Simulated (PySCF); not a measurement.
# Continuum solvent and chemical shifts

Bonds (- single, = double, # triple, : aromatic): B1-C2, C2-C3, C3-C4, C4-C5, C5=C6, C6-C7, C7-C8, C7-F9, C7-C2. B1 carries H10, H11; C2 carries H12; C3 carries H13, H14; C4 carries H15, H16; C5 carries H17; C6 carries H18; C8 carries H19, H20, H21. Stereochemistry as in B[C@@H]1CCC=C[C@@]1(C)F. H14, H15 are cis to B1 on the ring; H13, H16 are trans to B1 on the ring.

GIAO PBE0/pcSseg-1 in PySCF 2.14 on one PBE0-D3(BJ)/def2-SVP conformer, non-relativistic, equivalent nuclei averaged. Solvents enter as an IEF-PCM continuum (benzene with ε = 2.3, dichloromethane with ε = 8.9) around the gas-phase geometry. Shifts are referred to BF3·OEt2, TMS, CFCl3 computed in the same medium.

Gas phase, δ in ppm: B1 86.9, C6 142.3, C5 137.0, C7 91.8, C2 57.2, C4 29.5, C8 28.5, C3 27.7, F9 -167.6, H10/H11 7.68, H18 6.07, H17 5.89, H16 2.23, H13 2.19. Dipole moment 2.29 D.

Problem. How does each δ change in the continuum?

Solution. 
| atoms | environment | Δδ, benzene | Δδ, dichloromethane |
| --- | --- | --- | --- |
| B1 | boron bonded to C, 2 H | -0.3 | -0.6 |
| C6 | alkene CH | -0.4 | -0.9 |
| C5 | alkene CH | +1.7 | +3.4 |
| C7 | allylic fully substituted sp3 carbon bonded to F | +1.2 | +2.3 |
| C2 | sp3 CH bonded to B | +0.5 | +0.9 |
| C4 | allylic sp3 CH2 | +0.3 | +0.6 |
| C8 | methyl carbon | +0.3 | +0.6 |
| C3 | sp3 CH2 in a ring | +0.3 | +0.5 |
| F9 | fluorine on an sp3 carbon | -1.8 | -3.2 |
| H10/H11 | hydrogen on a boron bonded to C | -0.06 | -0.12 |
| H18 | hydrogen on an alkene CH | +0.01 | +0.01 |
| H17 | hydrogen on an alkene CH | +0.11 | +0.21 |
| H16 | hydrogen on an allylic sp3 CH2 | +0.04 | +0.07 |
| H13 | hydrogen on an sp3 CH2 in a ring | +0.03 | +0.05 |

Changes are relative to the gas phase. The dipole moment becomes 2.61 D in benzene, 2.93 D in dichloromethane.

Problem. Which of the listed nuclei move most (in ppm), and what does the model miss?

Solution. C5 (alkene CH, +3.4 ppm) in dichloromethane. A continuum only polarises the solute; specific hydrogen bonds, the anisotropy of aromatic solvents and changes of geometry or conformer are outside it.
